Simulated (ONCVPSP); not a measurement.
**Pseudopotential generation for Te: ONCV, PBEsol, scalar-relativistic.**

The input file (ONCVPSP 4.0.1):

```
# ATOM AND REFERENCE CONFIGURATION
# atsym  z   nc   nv     iexc    psfile
  Te 52.00    6    5  -116133      upf
#
#   n    l    f
    1    0    2.00
    2    0    2.00
    2    1    6.00
    3    0    2.00
    3    1    6.00
    3    2   10.00
    4    0    2.00
    4    1    6.00
    4    2   10.00
    5    0    2.00
    5    1    2.50
#
# PSEUDOPOTENTIAL AND OPTIMIZATION
# lmax
    2
#
#   l,   rc,      ep,       ncon, nbas, qcut
    0    0.95    0.00    4    8   10.30
    1    1.30    0.00    3    6   10.00
    2    0.95    0.00    5    8    9.90
#
# LOCAL POTENTIAL
# lloc, lpopt,  rc(5),   dvloc0
    2    5    0.95    0.00
#
# VANDERBILT-KLEINMAN-BYLANDER PROJECTORs
# l, nproj, debl
    0    2    2.10
    1    2    2.20
    2    0    2.20
#
# MODEL CORE CHARGE
# icmod, fcfact, rcfact
    0    0.00    0.00
#
# LOG DERIVATIVE ANALYSIS
# epsh1, epsh2, depsh
   -8.00    5.00    0.04
#
# OUTPUT GRID
# rlmax, drl
    6.00    0.01
#
# TEST CONFIGURATIONS
# ncnf
    4
# nvcnf
#   n    l    f
    5
    4    0    2.00
    4    1    6.00
    4    2   10.00
    5    0    2.00
    5    1    4.00
#
    5
    4    0    2.00
    4    1    6.00
    4    2   10.00
    5    0    2.00
    5    1    3.00
#
    5
    4    0    2.00
    4    1    6.00
    4    2   10.00
    5    0    2.00
    5    1    2.00
#
    5
    4    0    2.00
    4    1    6.00
    4    2   10.00
    5    0    0.00
    5    1    6.00
#
```

Command:

```bash
oncvpsp.x < Te.dat > Te.out
```

Resulting log (shortened: citation, most of the input echo, consistency checks and plot data are left out):

```
ONCVPSP  (Optimized Norm-Conservinng Vanderbilt PSeudopotential)
scalar-relativistic version 4.0.1

#   n    l    f        energy (Ha)
    1    0    2.00    -1.1622922E+03
    2    0    2.00    -1.7868897E+02
    2    1    6.00    -1.6048617E+02
    3    0    2.00    -3.5967889E+01
    3    1    6.00    -3.0051795E+01
    3    2   10.00    -2.1100932E+01
    4    0    2.00    -6.5510715E+00
    4    1    6.00    -4.7164554E+00
    4    2   10.00    -2.0448897E+00
    5    0    2.00    -1.0309863E+00
    5    1    2.50    -6.5936440E-01

Reference configufation results
  iterations    22
  all-electron total energy (Ha)   -6.79093643D+03

Begin loop to  construct optimized pseudo wave functions
and semi-local pseudopoentials for all angular momenta

Calculating optimized projector #   1

 for l=   0

    Fraction of norm inside rc  0.784293
    Optimizing pswf for qcut=  10.29 a_B^-1,  ecut=  52.94 Ha
    Residual kinetic energy error=  6.81D-04 Ha

    Energy error per electron        Cutoff
         Ha          eV             Ha
         0.01000     0.27211       41.94
         0.00100     0.02721       51.64
         0.00010     0.00272      166.82
         0.00001     0.00027      206.53

Calculating optimized projector #   2

 for l=   0

    Fraction of norm inside rc  0.058607
    Optimizing pswf for qcut=  10.29 a_B^-1,  ecut=  52.94 Ha
    Residual kinetic energy error=  2.80D-04 Ha

    Energy error per electron        Cutoff
         Ha          eV             Ha
         0.01000     0.27211       37.84
         0.00100     0.02721       47.80
         0.00010     0.00272       71.52
         0.00001     0.00027      135.91

Calculating optimized projector #   1

 for l=   1

    Fraction of norm inside rc  0.936813
    Optimizing pswf for qcut=   9.99 a_B^-1,  ecut=  49.88 Ha
    Residual kinetic energy error=  1.88D-06 Ha

    Energy error per electron        Cutoff
         Ha          eV             Ha
         0.01000     0.27211       21.91
         0.00100     0.02721       26.97
         0.00010     0.00272       30.85
         0.00001     0.00027       35.41

Calculating optimized projector #   2

 for l=   1

    Fraction of norm inside rc  0.062136
    Optimizing pswf for qcut=   9.99 a_B^-1,  ecut=  49.88 Ha
    Residual kinetic energy error=  1.96D-06 Ha

    Energy error per electron        Cutoff
         Ha          eV             Ha
         0.01000     0.27211       18.27
         0.00100     0.02721       23.37
         0.00010     0.00272       27.88
         0.00001     0.00027       43.35

Calculating optimized projector #   1

 for l=   2

    Fraction of norm inside rc  0.535626
    Optimizing pswf for qcut=   9.89 a_B^-1,  ecut=  48.95 Ha
    Residual kinetic energy error=  2.77D-03 Ha

    Energy error per electron        Cutoff
         Ha          eV             Ha
         0.01000     0.27211       42.32
         0.00100     0.02721       55.11
         0.00010     0.00272      188.62
         0.00001     0.00027      236.03

Construct Vanderbilt / Kleinmman-Bylander projectors

B matrix Hermiticity error, ll=   0
   1   2    1.4524E-03

  Orthonormal projector coefficients  2.4680E+01  2.7483E+00

B matrix Hermiticity error, ll=   1
   1   2    7.4690E-04

  Orthonormal projector coefficients  7.8613E+00  1.5863E+00

Pseudoatom total energy -267.080162

Diagnostic tests using Vanderbilt-Kleinman-Bylander pseudopotentials
  1 or more projectors used as specified by nproj input data

   l    rcore       rmatch      e in        delta e   norm test  slope test

   0   0.9525408   0.9814620  -6.5510715  -0.0000310   1.0002998   1.0003473
   0   0.9525408   0.9814620  -1.0309863   0.0000553   1.0002386   1.0001740

   1   1.3001055   1.3395795  -4.7164554   0.0000078   1.0002715   1.0002754
   1   1.3001055   1.3395795  -0.6593644   0.0000248   1.0000975   1.0000677

   2   0.9525408   0.9814620  -2.0448897  -0.0000117   1.0000041   1.0000354

 Testing for bound ghosts
   n   l    E NL Schr. Eq   E Basis Diag.   E Cutoff

   1   0       -6.551103       -6.551069    289.72
   2   0       -1.030931       -0.757223    289.72

   2   1       -4.716448       -4.715485     92.62
   3   1       -0.659340       -0.575557     92.62

 Testing for highly-localized positive-energy ghosts
       l    <radius>/rc     E Basis Diag.   E Cutoff

       0        0.597418       18.901922    289.72  WARNING - GHOST(+)

Test configuration 0

   n   l     f        eae           eps        diff
   1   0  2.0000-1162.29219045
   2   0  2.0000 -178.68896629
   2   1  6.0000 -160.48617381
   3   0  2.0000  -35.96788932
   3   1  6.0000  -30.05179542
   3   2 10.0000  -21.10093223
   4   0  2.0000   -6.55107152   -6.55110250   -3.10D-05
   4   1  6.0000   -4.71645539   -4.71644754    7.85D-06
   4   2 10.0000   -2.04488969   -2.04490144   -1.17D-05
   5   0  2.0000   -1.03098627   -1.03093100    5.53D-05
   5   1  2.5000   -0.65936440   -0.65933955    2.48D-05

    Total energies and differences
      AE_ref= -6.79093643D+03  AE_tst= -6.79093643D+03  dif=  0.00D+00
      PS_ref= -2.67080162D+02  PS_tst= -2.67080162D+02  dif= -7.96D-13
      PSP excitation error=  7.96D-13

Test configuration 1

   n   l     f        eae           eps        diff
   1   0  2.0000-1161.76642909
   2   0  2.0000 -178.16619821
   2   1  6.0000 -159.96304840
   3   0  2.0000  -35.44644154
   3   1  6.0000  -29.53031776
   3   2 10.0000  -20.57946403
   4   0  2.0000   -6.03226061   -6.03217449    8.61D-05
   4   1  6.0000   -4.19798541   -4.19779909    1.86D-04
   4   2 10.0000   -1.52832897   -1.52835283   -2.39D-05
   5   0  2.0000   -0.55683055   -0.55678861    4.19D-05
   5   1  4.0000   -0.21931859   -0.21930107    1.75D-05

    Total energies and differences
      AE_ref= -6.79093643D+03  AE_tst= -6.79158533D+03  dif= -6.49D-01
      PS_ref= -2.67080162D+02  PS_tst= -2.67729199D+02  dif= -6.49D-01
      PSP excitation error=  1.35D-04

Test configuration 2

   n   l     f        eae           eps        diff
   1   0  2.0000-1162.10345544
   2   0  2.0000 -178.50159570
   2   1  6.0000 -160.29864347
   3   0  2.0000  -35.78112961
   3   1  6.0000  -29.86502261
   3   2 10.0000  -20.91416121
   4   0  2.0000   -6.36556080   -6.36553911    2.17D-05
   4   1  6.0000   -4.53111289   -4.53102326    8.96D-05
   4   2 10.0000   -1.86043417   -1.86044962   -1.55D-05
   5   0  2.0000   -0.86388024   -0.86382776    5.25D-05
   5   1  3.0000   -0.50409765   -0.50407266    2.50D-05

    Total energies and differences
      AE_ref= -6.79093643D+03  AE_tst= -6.79122691D+03  dif= -2.90D-01
      PS_ref= -2.67080162D+02  PS_tst= -2.67370702D+02  dif= -2.91D-01
      PSP excitation error=  6.34D-05

Test configuration 3

   n   l     f        eae           eps        diff
   1   0  2.0000-1162.49272578
   2   0  2.0000 -178.88773665
   2   1  6.0000 -160.68514800
   3   0  2.0000  -36.16585717
   3   1  6.0000  -30.24977975
   3   2 10.0000  -21.29891717
   4   0  2.0000   -6.74737322   -6.74747219   -9.90D-05
   4   1  6.0000   -4.91252583   -4.91262480   -9.90D-05
   4   2 10.0000   -2.23979737   -2.23980659   -9.23D-06
   5   0  2.0000   -1.20542703   -1.20537171    5.53D-05
   5   1  2.0000   -0.82163710   -0.82161641    2.07D-05

    Total energies and differences
      AE_ref= -6.79093643D+03  AE_tst= -6.79056655D+03  dif=  3.70D-01
      PS_ref= -2.67080162D+02  PS_tst= -2.66710195D+02  dif=  3.70D-01
      PSP excitation error= -8.64D-05

Test configuration 4

   n   l     f        eae           eps        diff
   1   0  2.0000-1161.86946484
   2   0  2.0000 -178.26775672
   2   1  6.0000 -160.06420557
   3   0  2.0000  -35.54951560
   3   1  6.0000  -29.63330900
   3   2 10.0000  -20.68234372
   4   0  2.0000   -6.13398083   -6.13346824    5.13D-04
   4   1  6.0000   -4.29888673   -4.29832522    5.62D-04
   4   2 10.0000   -1.62502247   -1.62490235    1.20D-04
   5   1  6.0000   -0.25856894   -0.25854505    2.39D-05

    Total energies and differences
      AE_ref= -6.79093643D+03  AE_tst= -6.79089567D+03  dif=  4.08D-02
      PS_ref= -2.67080162D+02  PS_tst= -2.67039546D+02  dif=  4.06D-02
      PSP excitation error=  1.43D-04
```

The run took about 3.3 s on one core of a shared server CPU.
